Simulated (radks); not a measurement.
Values are calculated unless marked as measured or tabulated.
Q: Sn, 50 electrons, occupied as [Kr] 4d10 5s2 5p2 (the NIST ground configuration). Code: a radial shooting solver on a logarithmic mesh with Libxc functionals. Model: Dirac Kohn-Sham, PBEsol, spin-unpolarised, spherical densities, finite nucleus; open shells fill j = l - 1/2 first; Fermi nuclear charge, rms radius 4.6519 fm. Some entries of the table are withheld. Estimate them.

orbital,occ.,eigenvalue (Ry),r(max) (bohr)
1s1/2,2,-2129.822,0.01878
2s1/2,2,-321.4328,(1)
2p1/2,2,-300.2981,0.08181
2p3/2,4,-283.3606,0.08633
3s1/2,2,-61.99220,0.3079
3p1/2,2,-53.40351,0.2942
3p3/2,4,-50.31085,0.3045
3d3/2,4,-35.11388,0.2493
3d5/2,6,-34.47523,0.2522
4s1/2,2,-9.79656,0.7457
4p1/2,2,(2),(3)
4p3/2,4,(4),(5)
4d3/2,4,-1.91571,0.8817
4d5/2,6,-1.83907,0.8915
5s1/2,2,-0.76178,(6)
5p1/2,2,(7),2.488
5p3/2,0,(8),2.606

A: 
(1) 2s1/2 r(max) (bohr): 0.1063
(2) 4p1/2 eigenvalue (Ry): -6.93952
(3) 4p1/2 r(max) (bohr): 0.7716
(4) 4p3/2 eigenvalue (Ry): -6.38118
(5) 4p3/2 r(max) (bohr): 0.7964
(6) 5s1/2 r(max) (bohr): 2.016
(7) 5p1/2 eigenvalue (Ry): -0.28281
(8) 5p3/2 eigenvalue (Ry): -0.25016
